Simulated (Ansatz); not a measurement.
`OBNCO` + H–F → `OCNBF` + H₂O  (ligand exchange at a B–O bond)

Computed with Ansatz on PBE0-D4/def2-TZVP structures; ΔE is electronic, products minus reactants. CCSD(T)/CBS is the MP2 limit (def2-TZVPP, def2-QZVPP) plus CCSD(T) − MP2 in def2-TZVPP, frozen cores. This one scheme is used for every species. DFT in def2-TZVPP. One conformer a species, not always the lowest.

| level | ΔE (eV) |
| --- | --- |
| ωB97X-V | -0.20 |
| SCS-MP2/def2-TZVPP | -0.18 |

Question: What does CCSD(T)/CBS give? (Best estimate.)

Answer: Computed: -0.17 eV. The listed levels differ from it by -0.03, -0.01 eV.

Largest T1 diagnostic among the species: 0.012.

In def2-TZVPP, CCSD(T) changes the Hartree–Fock value by +0.11 eV (the triples alone add +0.02 eV) and MP2 by +0.13 eV.
